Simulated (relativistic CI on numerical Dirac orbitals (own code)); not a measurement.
**Yb²⁷⁺: q coefficients and field-shift factors**

These numbers are calculated, not measured: Dirac-Coulomb-Breit CI, KLI orbitals optimised for each configuration, derivatives by finite differences, unscaled Slater integrals, QED left out (own radial code, finite nucleus).

Configurations in the expansion (outside the closed core [Ar] 3d10): 4s2 4p6 4d7, 4s2 4p5 4d8, 4s2 4p6 4d6 4f, 4s2 4p4 4d9, 4s 4p6 4d8, 4p6 4d9, 4s2 4p6 4d6 5s, 4s 4p5 4d9. Levels of other configurations are missing.

With x = (α/α₀)² − 1 an excitation energy changes as ω = ω₀ + qx; K = 2q/ω₀ is the relative enhancement. Terms are leading LS components, so labels can repeat. The field-shift factor is F = δν/δ⟨r²⟩ for the transition from the lowest level.

Lowest level 4s2 4p6 4d7 4F_9/2.

| Level | ω₀ (cm⁻¹) | q (cm⁻¹) | K | F (GHz/fm²) |
| --- | --- | --- | --- | --- |
| 4s2 4p6 4d7 2P_3/2 | 32048 | -630.5 | -0.0393 | -0.544 |
| 4s2 4p6 4d7 2D_5/2 | 47204 | 8833 | 0.374 | 0.179 |
| 4s2 4p6 4d7 4F_7/2 | 87818 | 98010 | 2.23 | 2.23 |
| 4s2 4p6 4d7 4F_3/2 | 112936 | 99790 | 1.77 | 2.26 |
| 4s2 4p6 4d7 2G_9/2 | 113712 | 92190 | 1.62 | 2.22 |
| 4s2 4p6 4d7 4P_5/2 | 118216 | 102100 | 1.73 | 2.42 |
| 4s2 4p6 4d7 4P_1/2 | 124360 | 96790 | 1.56 | 1.78 |
| 4s2 4p6 4d7 2H_11/2 | 139159 | 94490 | 1.36 | 2.53 |
| 4s2 4p6 4d7 2G_7/2 | 149647 | 103500 | 1.38 | 2.41 |
| 4s2 4p6 4d7 2F_5/2 | 167768 | 90730 | 1.08 | 2.23 |
| 4s2 4p6 4d7 4F_5/2 | 200924 | 189200 | 1.88 | 4.21 |
| 4s2 4p6 4d7 2D_3/2 | 202410 | 162800 | 1.61 | 3.87 |
| 4s2 4p6 4d7 2D_3/2 | 216952 | 134400 | 1.24 | 3.06 |
| 4s2 4p6 4d7 2P_1/2 | 223668 | 196100 | 1.75 | 3.9 |
| 4s2 4p6 4d7 2H_9/2 | 229494 | 193100 | 1.68 | 4.67 |
| 4s2 4p6 4d7 2F_7/2 | 240322 | 185000 | 1.54 | 4.25 |
| 4s2 4p6 4d7 2D_5/2 | 304251 | 191000 | 1.26 | 4.69 |
| 4s2 4p6 4d7 2D_3/2 | 328459 | 285700 | 1.74 | 6.22 |
| 4s2 4p5 4d8 4G°_11/2 | 1262824 | 134700 | 0.213 | 10.7 |
| 4s2 4p5 4d8 2D°_5/2 | 1276727 | 128800 | 0.202 | 9.8 |
| 4s2 4p5 4d8 4F°_9/2 | 1279189 | 122000 | 0.191 | 11.1 |
| 4s2 4p5 4d8 2F°_7/2 | 1292409 | 134800 | 0.209 | 9.41 |
| 4s2 4p5 4d8 2P°_1/2 | 1294164 | 121000 | 0.187 | 11 |

At this charge energies of transitions that change n are usually good to better than 1 %, and those within a shell (Δn = 0) to a few per cent. Terms inside the open d or f shell come out 10 to 20 % too wide with unscaled integrals.
